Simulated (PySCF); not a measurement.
From a computed spectrum to the compound

A species of 5 atoms with charge 1 has these harmonic modes (BP86, small Gaussian bases with core potentials, PySCF 2.14.0):

```json
{"cm⁻¹": "90", "km/mol": "5.8", "symmetry": "a1"}
{"cm⁻¹": "158", "km/mol": "0.0", "symmetry": "a2"}
{"cm⁻¹": "175", "km/mol": "48.2", "symmetry": "b1"}
{"cm⁻¹": "254", "km/mol": "5.2", "symmetry": "b2"}
{"cm⁻¹": "340", "km/mol": "14.5", "symmetry": "a1"}
{"cm⁻¹": "354", "km/mol": "59.1", "symmetry": "b2"}
{"cm⁻¹": "380", "km/mol": "55.6", "symmetry": "a1"}
{"cm⁻¹": "2580", "km/mol": "3.6", "symmetry": "b2"}
{"cm⁻¹": "2588", "km/mol": "22.7", "symmetry": "a1"}
```

Task: Which species is it, and in which structure?

Result: [Sm(SH)2]+ (singlet in the valence; each metal's 4f electrons, 5 of them, lie in its core potential, out of spins and levels):
```xyz
5

Sm   -0.3338    0.2965   -0.0824
S     0.7415   -0.1019    2.1867
H     1.6377   -1.0642    1.8096
S     0.7415   -1.2152   -1.8208
H     1.6377   -1.8450   -1.0014
```
Ideal gas at 298.15 K and 1 bar: S = 358.7 J/(mol K), Cp = 84.1 J/(mol K), H − H(0 K) = 19.2 kJ/mol (rigid rotor, harmonic modes, spin degeneracy alone, that of the 4f electrons in the core included). An lcecp potential fixes the number of 4f electrons, so in runs with it no electron can move into or out of that shell.
 This is one of several that fit.
